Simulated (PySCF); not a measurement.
HFGeS, singlet, geometry from GFN2-xTB; HF/6-31G, TDA in PySCF.

The PySCF input:
```python
from pyscf import gto, scf, tdscf

mol = gto.M(
    atom='''
Ge    0.45397530   -0.05997686    0.50294425
F     0.81670055    1.51766545   -0.30402619
S    -1.27401714   -0.62291104   -0.82305909
H    -1.49324048   -1.77315291   -0.18903476
''',
    basis='6-31g',
    verbose=4,
)

mf = scf.RHF(mol)
mf.kernel()
td = mf.TDA()
td.nstates = 5
td.kernel()
td.analyze()
```

### Question
Write the output that PySCF gives for this input, abridged.

### Answer

```
PySCF version 2.14.0

[INPUT] verbose = 4
[INPUT] num. atoms = 4
[INPUT] num. electrons = 58
[INPUT] charge = 0
[INPUT] spin (= nelec alpha-beta = 2S) = 0
[INPUT] symmetry False subgroup None
[INPUT] Mole.unit = angstrom
[INPUT] Symbol           X                Y                Z      unit          X                Y                Z       unit  Magmom
[INPUT]  1 Ge     0.453975300000  -0.059976860000   0.502944250000 AA    0.857888984317  -0.113339839211   0.950426888425 Bohr   0.0
[INPUT]  2 F      0.816700550000   1.517665450000  -0.304026190000 AA    1.543340365282   2.867972049215  -0.574526233795 Bohr   0.0
[INPUT]  3 S     -1.274017140000  -0.622911040000  -0.823059090000 AA   -2.407543472602  -1.177131265568  -1.555356264434 Bohr   0.0
[INPUT]  4 H     -1.493240480000  -1.773152910000  -0.189034760000 AA   -2.821815545314  -3.350773376876  -0.357223924423 Bohr   0.0

nuclear repulsion = 243.633373500122
number of shells = 25
number of NR pGTOs = 162
number of NR cGTOs = 51
basis = 6-31g
ecp = {}

******** <class 'pyscf.scf.hf.RHF'> ********
method = RHF
initial guess = minao
damping factor = 0
level_shift factor = 0
DIIS = <class 'pyscf.scf.diis.CDIIS'>
diis_start_cycle = 1
diis_space = 8
diis_damp = 0
SCF conv_tol = 1e-09
SCF conv_tol_grad = None
SCF max_cycles = 50
direct_scf = True
direct_scf_tol = 1e-13
Set gradient conv threshold to 3.16228e-05
Initial guess from minao.
init E= -2571.75214211049
  HOMO = -0.266712322194587  LUMO = -0.0308391797446759  gap/eV = 6.41844
cycle= 1 E= -2572.47445585659  delta_E= -0.722  |g|= 0.564  |ddm|= 1.94
  HOMO = -0.366040499678299  LUMO = -0.0193070507683064  gap/eV = 9.43510
cycle= 2 E= -2572.52757731486  delta_E= -0.0531  |g|= 0.422  |ddm|= 0.976
  HOMO = -0.378699740168194  LUMO = -0.00818790755077137  gap/eV = 10.08214
cycle= 3 E= -2572.55711060046  delta_E= -0.0295  |g|= 0.0315  |ddm|= 0.287
  HOMO = -0.377732293890475  LUMO = -0.00107332524674408  gap/eV = 10.24941
cycle= 4 E= -2572.55771716003  delta_E= -0.000607  |g|= 0.0129  |ddm|= 0.0778
  HOMO = -0.37588950894052  LUMO = -0.000702376571226626  gap/eV = 10.20936
cycle= 5 E= -2572.55783090581  delta_E= -0.000114  |g|= 0.00445  |ddm|= 0.0342
  HOMO = -0.376330632548762  LUMO = -0.000847754561667191  gap/eV = 10.21741
cycle= 6 E= -2572.55785306531  delta_E= -2.22e-05  |g|= 0.00109  |ddm|= 0.0175
  HOMO = -0.376187261210875  LUMO = -0.000800343133100068  gap/eV = 10.21480
cycle= 7 E= -2572.55785440629  delta_E= -1.34e-06  |g|= 0.000295  |ddm|= 0.00428
  HOMO = -0.37615868099513  LUMO = -0.000773962615745472  gap/eV = 10.21474
cycle= 8 E= -2572.55785445999  delta_E= -5.37e-08  |g|= 0.000109  |ddm|= 0.000604
  HOMO = -0.376139276898486  LUMO = -0.000774929375972011  gap/eV = 10.21418
cycle= 9 E= -2572.55785447125  delta_E= -1.13e-08  |g|= 2.6e-05  |ddm|= 0.000322
  HOMO = -0.376137059304298  LUMO = -0.000774443612298725  gap/eV = 10.21414
cycle= 10 E= -2572.55785447232  delta_E= -1.08e-09  |g|= 6.58e-06  |ddm|= 0.00011
  HOMO = -0.376136178016536  LUMO = -0.000773648096340285  gap/eV = 10.21413
cycle= 11 E= -2572.5578544724  delta_E= -7.28e-11  |g|= 2.24e-06  |ddm|= 3e-05
  HOMO = -0.376136169579924  LUMO = -0.000773706737069002  gap/eV = 10.21413
Extra cycle  E= -2572.5578544724  delta_E= -4.55e-12  |g|= 1.31e-06  |ddm|= 4.42e-06
converged SCF energy = -2572.5578544724

******** <class 'pyscf.tdscf.rhf.TDA'> for <class 'pyscf.scf.hf.RHF'> ********
nstates = 5 singlet
deg_eia_thresh = 1.000e-03
wfnsym = None
conv_tol = 1e-05
eigh lindep = 1e-12
eigh level_shift = 0
eigh max_cycle = 100

Excitation energies (eV)
[4.18482888 5.80909815 7.3682459  7.61205419 7.89052078]

** Singlet excitation energies and oscillator strengths **
Excited State   1:      4.18483 eV    296.27 nm  f=0.0723
      29 -> 30        0.69883
Excited State   2:      5.80910 eV    213.43 nm  f=0.0106
      28 -> 30        0.64409
      29 -> 31        0.23409
      29 -> 32        0.11680
Excited State   3:      7.36825 eV    168.27 nm  f=0.2735
      28 -> 30       -0.12301
      29 -> 31        0.55310
      29 -> 32       -0.38811
Excited State   4:      7.61205 eV    162.88 nm  f=0.0102
      27 -> 30        0.10379
      28 -> 31       -0.56102
      28 -> 32       -0.30370
      28 -> 33       -0.21573
      28 -> 34        0.10067
      28 -> 36        0.13205
Excited State   5:      7.89052 eV    157.13 nm  f=0.0132
      28 -> 31        0.23207
      28 -> 33       -0.63474
      28 -> 34        0.14315

** Transition electric dipole moments (AU) **
state          X           Y           Z        Dip. S.      Osc.
  1        -0.5287      0.3894      0.5237      0.7054      0.0723
  2         0.2050      0.0422      0.1755      0.0746      0.0106
  3        -0.7152     -1.0016      0.0228      1.5153      0.2735
  4         0.1474     -0.1085     -0.1460      0.0548      0.0102
  5        -0.1646      0.1213      0.1631      0.0684      0.0132

** Transition velocity dipole moments (imaginary part, AU) **
state          X           Y           Z        Dip. S.      Osc.
  1        -0.0605      0.0446      0.0600      0.0092      0.0401
  2        -0.0633     -0.0211     -0.0482      0.0068      0.0211
  3        -0.0578     -0.1996      0.0900      0.0513      0.1263
  4         0.0549     -0.0405     -0.0544      0.0076      0.0182
  5        -0.0489      0.0360      0.0484      0.0060      0.0138

** Transition magnetic dipole moments (imaginary part, AU) **
state          X           Y           Z
  1         0.5693      1.2667     -0.3672
  2        -0.1628      0.1199      0.1612
  3        -0.8789      0.6473      0.8705
  4         0.1720     -0.1127      0.2574
  5         0.3986     -0.0381      0.4308
```
